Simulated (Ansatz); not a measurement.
This geometry of H$_{4}$Sn (5 atoms, charge 0, multiplicity 1) is a first-order saddle point.

These are results of Ansatz 0.2.0, RKS PBE/def2-SVP, not measurements.

```xyz
5
Properties=species:S:1:pos:R:3
Sn 0.285 0.000 -0.512
H 0.649 0.000 1.377
H 1.747 0.000 0.447
H -0.630 1.426 -0.154
H -0.630 -1.426 -0.154
```

Question: Which two structures does it join? (They come from a converged band through this point; their orientation in space is the band's.)

Answer: Bonds broken: Sn1–H2, Sn1–H3. Bonds formed: H2–H3. H4Sn becomes H2 + H2Sn.

First end point:

```xyz
5
Properties=species:S:1:pos:R:3
Sn 0.284 0.000 0.201
H 0.284 0.000 1.926
H 1.910 0.000 -0.374
H -0.529 1.408 -0.374
H -0.529 -1.408 -0.374
```

Last end point:

```xyz
5
Properties=species:S:1:pos:R:3
Sn 0.210 0.000 -0.963
H 0.968 0.000 1.270
H 1.644 0.000 0.861
H -0.702 1.278 -0.081
H -0.702 -1.278 -0.081
```

Question: How far does it lie above each of them?

Answer: 1.84 eV above the first and 1.10 eV above the second. This is the barrier of this one path; another mechanism may lie lower. The orbitals stay closed-shell, which can raise the energy where a bond breaks towards radicals; this wasn't checked here.

Run time: 21 s on 1 thread of AMD EPYC 9R45 96-Core Processor (Zen 5), on a shared host, peak memory 0.11 GiB.
